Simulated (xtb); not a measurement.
CH2F3O3S, charge +1, singlet, from a rough starting geometry; GFN2-xTB (xtb).

Here is a job for xtb.
```
$ xtb mol.xyz --gfn 2 --chrg 1 --opt vtight --json

# file mol.xyz
10

O     -0.86151165    -1.53660984     0.88802175
S     -0.44574154    -0.20255058     0.77756476
O     -0.71007078     0.84621246     1.61190874
O     -1.12263639     0.28933456    -0.89004710
C      1.34344452    -0.07774756     0.06730038
F      2.23676374    -0.34343403     1.03978698
F      1.50309690     1.14302358    -0.30216580
F      1.35965361    -0.87220912    -0.92786564
H     -1.67317908    -0.39430577    -1.37727258
H     -1.62533547     1.18980903    -0.95176600
```

**Question.** What does xtb print? Leave out banner, timings and long lists.

**Answer.** 
```
   ID    Z sym.   atoms
    1    8 O      1, 3, 4
    2   16 S      2
    3    6 C      5
    4    9 F      6-8
    5    1 H      9, 10

           -------------------------------------------------
          |                Calculation Setup                |
           -------------------------------------------------

           -------------------------------------------------
          |                 G F N 2 - x T B                 |
           -------------------------------------------------

          ...................................................
          :                      SETUP                      :
          :.................................................:
          :  # basis functions                  40          :
          :  # atomic orbitals                  39          :
          :  # shells                           19          :
          :  # electrons                        50          :
          :  max. iterations                   250          :
          :  Hamiltonian                  GFN2-xTB          :
          :  restarted?                      false          :
          :  GBSA solvation                  false          :
          :  PC potential                    false          :
          :  electronic temp.          300.0000000     K    :
          :  accuracy                    1.0000000          :
          :  -> integral cutoff          0.2500000E+02      :
          :  -> integral neglect         0.1000000E-07      :
          :  -> SCF convergence          0.1000000E-05 Eh   :
          :  -> wf. convergence          0.1000000E-03 e    :
          :  Broyden damping             0.4000000          :
          :  net charge                          1          :
          :  unpaired electrons                  0          :
          ...................................................

 iter      E             dE          RMSdq      gap      omega  full diag
   1    -32.3396424 -0.323396E+02  0.790E+00    5.65       0.0  T
   2    -32.3805614 -0.409190E-01  0.472E+00    5.23       1.0  T
   3    -32.3806756 -0.114214E-03  0.184E+00    5.19       1.0  T
   4    -32.3901304 -0.945479E-02  0.684E-01    5.09       1.0  T
   5    -32.3905814 -0.451021E-03  0.288E-01    5.11       1.0  T
   6    -32.3907209 -0.139489E-03  0.113E-01    5.10       1.0  T
   7    -32.3907453 -0.244049E-04  0.166E-02    5.10       1.9  T
   8    -32.3907458 -0.465256E-06  0.827E-03    5.10       3.8  T
   9    -32.3907458 -0.702756E-07  0.231E-03    5.10      13.7  T
  10    -32.3907458 -0.711820E-08  0.767E-04    5.10      41.3  T
  11    -32.3907458 -0.558785E-09  0.242E-04    5.10     130.9  T

   *** convergence criteria satisfied after 11 iterations ***

         :::::::::::::::::::::::::::::::::::::::::::::::::::::
         ::                     SUMMARY                     ::
         :::::::::::::::::::::::::::::::::::::::::::::::::::::
         :: total energy             -32.250939211985 Eh    ::
         :: gradient norm              0.112652719403 Eh/a0 ::
         :: HOMO-LUMO gap              5.100958009264 eV    ::
         ::.................................................::
         :: SCC energy               -32.390739649058 Eh    ::
         :: -> isotropic ES            0.193574239390 Eh    ::
         :: -> anisotropic ES          0.015366766208 Eh    ::
         :: -> anisotropic XC         -0.020161838017 Eh    ::
         :: -> dispersion             -0.006778841474 Eh    ::
         :: repulsion energy           0.139800437073 Eh    ::
         :: add. restraining           0.000000000000 Eh    ::
         :: total charge               1.000000000000 e     ::
         :::::::::::::::::::::::::::::::::::::::::::::::::::::

      -----------------------------------------------------------
     |                   =====================                   |
     |                        A N C O P T                        |
[...]
 * total energy  :   -32.2576362 Eh     change       -0.6696957E-02 Eh
 * total energy  :   -32.2600227 Eh     change       -0.2386538E-02 Eh
 * total energy  :   -32.2601281 Eh     change       -0.1054030E-03 Eh
 * total energy  :   -32.2601906 Eh     change       -0.6249761E-04 Eh
 * total energy  :   -32.2602052 Eh     change       -0.1459005E-04 Eh
 * total energy  :   -32.2602165 Eh     change       -0.1128590E-04 Eh
 * total energy  :   -32.2602199 Eh     change       -0.3427119E-05 Eh
 * total energy  :   -32.2602220 Eh     change       -0.2136194E-05 Eh
 * total energy  :   -32.2602227 Eh     change       -0.6445462E-06 Eh
 * total energy  :   -32.2602230 Eh     change       -0.3015530E-06 Eh
 * total energy  :   -32.2602231 Eh     change       -0.1013675E-06 Eh
 * total energy  :   -32.2602231 Eh     change       -0.5329039E-07 Eh
   *** GEOMETRY OPTIMIZATION CONVERGED AFTER 13 ITERATIONS ***
         :: total energy             -32.260223147843 Eh    ::
[...]
        25        2.0000           -0.6874334             -18.7060 (HOMO)
        26                         -0.4984595             -13.5638 (LUMO)
        27                         -0.4499559             -12.2439
        28                         -0.3055044              -8.3132
        29                         -0.2683255              -7.3015
        30                         -0.2121205              -5.7721
        31                         -0.1771237              -4.8198
        32                         -0.1251167              -3.4046
        33                         -0.1230172              -3.3475
        34                         -0.0352300              -0.9587
        35                         -0.0248456              -0.6761
        36                         -0.0035864              -0.0976
       ...                                ...                  ...
        39                          1.0985549              29.8932
      -------------------------------------------------------------
                  HL-Gap            0.1889739 Eh            5.1422 eV
             Fermi-level           -0.5929464 Eh          -16.1349 eV

     #   Z          covCN         q      C6AA      α(0)
     1   8 O        0.860    -0.445    22.605     6.374
     2  16 S        3.535     1.420    95.426    16.441
     3   8 O        0.860    -0.445    22.606     6.375
     4   8 O        2.386    -0.464    22.066     6.344
     5   6 C        3.309     0.409    18.718     6.910
     6   9 F        0.809    -0.098    10.230     3.778
     7   9 F        0.818    -0.111    10.355     3.802
     8   9 F        0.818    -0.111    10.351     3.801
     9   1 H        0.803     0.422     0.446     1.049
    10   1 H        0.803     0.422     0.446     1.049

 Mol. C6AA /au·bohr⁶  :       1515.905223
 Mol. C8AA /au·bohr⁸  :      39266.529896
 Mol. α(0) /au        :         55.922390

Wiberg/Mayer (AO) data.
largest (>0.10) Wiberg bond orders for each atom

 ---------------------------------------------------------------------------
     #   Z sym  total        # sym  WBO       # sym  WBO       # sym  WBO
 ---------------------------------------------------------------------------
     1   8 O    2.092 --     2 S    1.746     3 O    0.141     5 C    0.107
     2  16 S    4.697 --     1 O    1.746     3 O    1.746     5 C    0.572
                             4 O    0.509
     3   8 O    2.092 --     2 S    1.746     1 O    0.141     5 C    0.107
     4   8 O    2.256 --    10 H    0.808     9 H    0.808     2 S    0.509
     5   6 C    3.878 --     6 F    1.031     8 F    1.018     7 F    1.017
                             2 S    0.572     1 O    0.107     3 O    0.107
     6   9 F    1.212 --     5 C    1.031
     7   9 F    1.193 --     5 C    1.017
     8   9 F    1.193 --     5 C    1.018
     9   1 H    0.822 --     4 O    0.808
    10   1 H    0.822 --     4 O    0.808
 ---------------------------------------------------------------------------

Topologies differ in total number of bonds
Writing topology from bond orders to xtbtopo.mol

molecular dipole:
                 x           y           z       tot (Debye)
 q only:       -1.232       0.317      -0.906
   full:       -1.280       0.365      -1.060       4.326
molecular quadrupole (traceless):
                xx          xy          yy          xz          yz          zz
 q only:        5.603      -2.980      -5.406       8.623      -2.090      -0.196
  q+dip:        7.472      -3.358      -6.729       9.491      -2.387      -0.743
   full:        7.487      -3.492      -7.034       9.901      -2.599      -0.453

optimized geometry written to: xtbopt.xyz

           -------------------------------------------------
          | TOTAL ENERGY              -32.260223147843 Eh   |
          | GRADIENT NORM               0.000071518764 Eh/α |
          | HOMO-LUMO GAP               5.142241470578 eV   |
           -------------------------------------------------
```
